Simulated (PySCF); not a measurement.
Simulated outer-valence photoelectron spectrum of `O=C[SiH2][SiH3]`. The calculation used EOM-IP-CCSD/aug-cc-pVDZ in PySCF, restricted Hartree–Fock reference, 12 core orbitals frozen, non-relativistic, gas phase, PBE0-D3(BJ)/def2-SVP geometry.

Each root has a Gaussian of 0.6 eV full width with its one-hole share as area; cross sections and vibrations are left out, and the highest printed point is 100.

(ionisation energy (eV), intensity): (8.6, 1), (8.8, 6), (9.0, 23), (9.2, 45), (9.4, 48), (9.6, 27), (9.8, 9), (10.0, 2), (10.2, 4), (10.4, 18), (10.6, 41), (10.8, 50), (11.0, 33), (11.2, 12), (11.4, 3), (11.6, 3), (11.8, 17), (12.0, 49), (12.2, 87), (12.4, 100), (12.6, 88), (12.8, 69), (13.0, 43), (13.2, 17), (13.4, 4), (13.6, 3), (13.8, 14), (14.0, 48), (14.2, 89), (14.4, 91), (14.6, 51), (14.8, 16), (15.0, 3), (15.2, 2), (15.4, 11), (15.6, 32), (15.8, 48), (16.0, 40), (16.2, 18), (16.4, 4), (16.6, 1)

Task: Where are the maxima, and how many lines lie under the curve?

Result: 5 maxima, at 9.3, 10.8, 12.4, 14.3 and 15.8 eV, from 8 lines. At this width some lines have no maximum of their own.

Task: List the lines with their holes.

Result: 
| E (eV) | leading hole (HF orbital) | area | Koopmans (eV) |
| --- | --- | --- | --- |
| 9.32 | HOMO | 0.95 | 10.61 |
| 10.77 | HOMO-1 | 0.95 | 11.49 |
| 12.21 | HOMO-2 | 0.94 | 12.97 |
| 12.42 | HOMO-3 | 0.94 | 13.17 |
| 12.82 | HOMO-4 | 0.94 | 13.58 |
| 14.27 | HOMO-5 | 0.93 | 14.91 |
| 14.35 | HOMO-6 | 0.92 | 16.14 |
| 15.84 | HOMO-7 | 0.92 | 18.02 |

The widest gap, 1.49 eV, lies between 14.35 and 15.84 eV. Only orbitals with −ε under 21 eV, eight at most, were ionised, so the high end of the curve may lack lines.

The values belong to the conformer `[O:1]=[CH:2][SiH2:3][SiH3:4]`: O1–C2–Si3–Si4 -9°.
